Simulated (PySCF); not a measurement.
From one molecule to another.

First species: C9H8O2.
SMILES: `C1=COC(c2ccco2)=CC1`

Second species: C6H4F4O.
Structure used (GFN2-xTB), in Å, numbered top down from 1:
```xyz
15
C6H4F4O angstrom
F     -3.219   -1.208   -0.107
C     -1.988   -0.708   -0.012
C     -0.852   -1.389    0.186
C      0.215   -0.408    0.216
O      1.519   -0.853    0.410
C      2.484    0.047    0.433
F      3.646   -0.565    0.624
F      2.598    0.757   -0.703
F      2.357    0.960    1.411
C     -0.258    0.835    0.041
C     -1.741    0.757   -0.126
H     -0.711   -2.444    0.305
H      0.284    1.759    0.017
H     -2.066    1.149   -1.092
H     -2.273    1.320    0.644
```

Levels: PBE0/pcSseg-1 for dipole moment, HOMO energy, LUMO energy and HOMO–LUMO gap; GFN2-xTB for rotational constant A and rotational constant C. Geometries: GFN2-xTB. Each species is one conformer at its optimised geometry, gas phase, non-relativistic unless stated; the electronic structure was computed with PySCF and density fitting.

Dipoles, sizes and rotational constants follow the conformer. The torsions of the flexible species, by atom-mapped SMILES:
- `[CH:1]1=[CH:2][O:3][C:4]([c:5]2[cH:6][cH:7][cH:8][o:9]2)=[CH:10][CH2:11]1`: O3–C4–C5–C6 0°
- `[F:1][C:2]1=[CH:3][C:4]([O:5][C:6]([F:7])([F:8])[F:9])=[CH:10][CH2:11]1`: C3–C4–O5–C6 180°, C4–O5–C6–F7 180°

Values for the first species:

```
Dipole moment         : 0.26 D
HOMO energy           : -5.87 eV
LUMO energy           : -0.76 eV
HOMO–LUMO gap         : 5.11 eV
Rotational constant A : 3.400 GHz
Rotational constant C : 0.586 GHz
```

Question: Estimate the same properties for the second species, and the change in each.

Answer: 
| property | first | second | second less first |
| --- | --- | --- | --- |
| dipole moment | 0.26 D | 1.95 D | +1.69 D |
| HOMO energy | -5.87 eV | -6.79 eV | -0.92 eV |
| LUMO energy | -0.76 eV | -0.98 eV | -0.22 eV |
| HOMO–LUMO gap | 5.11 eV | 5.81 eV | +0.70 eV |
| rotational constant A | 3.400 GHz | 3.236 GHz | -0.164 GHz |
| rotational constant C | 0.586 GHz | 0.515 GHz | -0.071 GHz |

On the first: The dipole matches unit charges of opposite sign 0.05 Å apart (1 e·Å = 4.8032 D). A dipole of 0.26 D is allowed in Cs, and pure rotational transitions are dipole-allowed.

On the second: The dipole equals about 6.5 × 10⁻³⁰ C·m (1 D = 3.33564 × 10⁻³⁰ C·m). A dipole of 1.95 D is allowed in Cs, and pure rotational transitions are dipole-allowed.
